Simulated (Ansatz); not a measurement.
Born–Oppenheimer molecular dynamics of C$_{2}$H$_{6}$F$_{2}$Ge (11 atoms, charge 0, multiplicity 1). It starts from a relaxed structure.

Level of theory: RKS r2SCAN-D4/def2-SVP in Ansatz.

* ensemble: NVT, Langevin thermostat
* time step: 0.5 fs
* steps asked: 150
* set temperature: 1500 K
* friction: 0.02 /fs
* seed: 429896

First frame:

```xyz
11
Properties=species:S:1:pos:R:3
Ge 0.137 0.022 0.097
C -0.052 -0.070 2.012
H -1.121 -0.085 2.269
H 0.422 -0.984 2.400
H 0.418 0.805 2.485
C 1.882 0.043 -0.718
H 2.430 -0.878 -0.470
H 1.769 0.110 -1.810
H 2.459 0.911 -0.364
F -0.728 1.428 -0.457
F -0.757 -1.303 -0.592
```

Problem. How far do the bonds stretch over the last three quarters of this one trajectory? (Pairs bonded in most of those frames.)

Solution. 
```tsv
bond	mean (Å)	spread (Å)	shortest	longest
Ge1–C2	1.995	0.053	1.88	2.08
Ge1–C6	2.004	0.091	1.87	2.14
Ge1–F10	1.767	0.068	1.68	1.95
Ge1–F11	1.791	0.058	1.68	1.86
C2–H3	1.104	0.049	1.02	1.20
C2–H4	1.103	0.039	1.02	1.18
C2–H5	1.106	0.019	1.07	1.15
C6–H7	1.120	0.048	1.01	1.23
C6–H8	1.114	0.057	1.02	1.22
C6–H9	1.113	0.049	1.00	1.22
```

Mean temperature of the second half: 1254 K. The mean temperature of the second half is 16 % below the set value. A run of 0.075 ps of so small a system gives no equilibrium averages.

The run took 4.7 min on 4 threads of Arm Neoverse V2 (shared host), peak memory 0.2 GiB.
